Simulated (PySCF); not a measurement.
Start geometry of Ga3H12P3 ((H2Ga-mu-PH2)3) from a GFN2-xTB structure with every atom displaced at random (by about 0.03 Å) (Å):
```
atom  x, y, z in Å
Ga1   -0.2194   -1.2747   -2.3754
H2    -0.3718   -2.7671   -2.3981
H3    -0.4166   -0.4039   -3.7470
P4     1.8040   -0.5947   -1.0926
Ga5    2.3431    0.7868    0.7779
H6     3.3255   -0.0066    1.6819
H7     2.7504    2.2338    0.3355
P8     0.2293    0.8115    1.9255
Ga9   -2.2074    0.5800    1.4897
H10   -2.7549   -0.5660    2.3937
H11   -2.9392    1.9385    1.3900
P12   -1.8987   -0.1885   -0.8549
H13    2.7305   -0.7106   -1.9304
H14    1.8331   -1.8243   -0.4365
H15    0.3259   -0.4474    2.6123
H16    0.3045    1.6033    3.1131
H17   -3.1657   -0.2691   -1.4620
H18   -1.7289    1.1159   -1.3449
```

What comes out of this run: PBE0-D3(BJ)/def2-SVP geometry optimisation, gas phase (PySCF 2.14.0)?

```
atom  x, y, z in Å
Ga1   -0.3489   -1.2164   -2.1836
H2    -0.9340   -2.6346   -1.8613
H3    -0.0655   -0.6625   -3.6232
P4     1.6927   -0.9306   -0.9047
Ga5    2.0647    0.9453    0.5746
H6     3.4328    0.7648    1.3181
H7     1.6316    2.2289   -0.2193
P8     0.2483    0.4276    2.0864
Ga9   -2.0754    0.4159    1.3900
H10   -2.6943   -0.9745    1.7659
H11   -2.6759    1.8094    1.7854
P12   -1.7050    0.3982   -0.9996
H13    2.7873   -0.9925   -1.8036
H14    1.9527   -2.1191   -0.1754
H15    0.5507   -0.8028    2.7243
H16    0.3676    1.2811    3.2126
H17   -2.9858    0.3814   -1.6102
H18   -1.2998    1.6973   -1.3988
```

The energy falls by 24.0 kcal/mol over 16 energy and gradient evaluations, the largest force component goes from 0.0961 to 2.9e-04 Eh/bohr, and the atoms move by 0.600 Å rms after alignment. The bond that changes most is P4–H13 (ends: phosphorus bonded to 2 Ga and 2 H; hydrogen on phosphorus), which lengthens by 0.163 Å. Bonds longer at the end by more than 0.005 Å: 10 of 18; shorter: 7. Among the angles that change most is Ga5–P8–Ga9, from 141.0° to 122.7°. Among the dihedrals that turn most is Ga1–P4–Ga5–H7, from -94° to -46°. Rotational constants go from 507.9, 471.6, 251.1 to 555.8, 518.9, 294.9 MHz. The orientation of the end geometry is arbitrary; only internal coordinates are fixed.

The run used 210 basis functions and 96 SCF cycles in all.

No frequency check. The numbers are those of one conformer.
